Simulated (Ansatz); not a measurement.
The cluster Li₃S⁺. Total charge 1; quintet. Geometry B3LYP-D4/def2-TZVP; atoms count from 1.

```xyz
4

Li   -1.488    0.370   -0.760
Li   -4.497    1.070   -2.472
Li    1.621   -0.371    0.940
S     4.365   -1.069    2.291
```

In the quintet geometry the species has come apart into loosely held pieces. At PBE0-D4/def2-TZVP a singlet of charge 1 lies 6.95 eV below the quintet, each at its own geometry. The structure comes from a short search, and lower isomers may exist.

(1) Estimate the Mulliken populations from the PBE0/def2-TZVP orbitals of Ansatz.

(2) Where does the spin sit?

Results:

(1) 
```
atom  charge (e)  spin (α − β)
 Li1        0.25          0.75
 Li2        0.36          0.64
 Li3        0.31          0.59
  S4        0.08          2.02
```
Mulliken values and Mayer orders depend strongly on the basis.

(2) Summed by element: Li 1.98, S 2.02, of 4 unpaired in all. Largest on single atoms: S4 2.02, Li1 0.75, Li2 0.64.
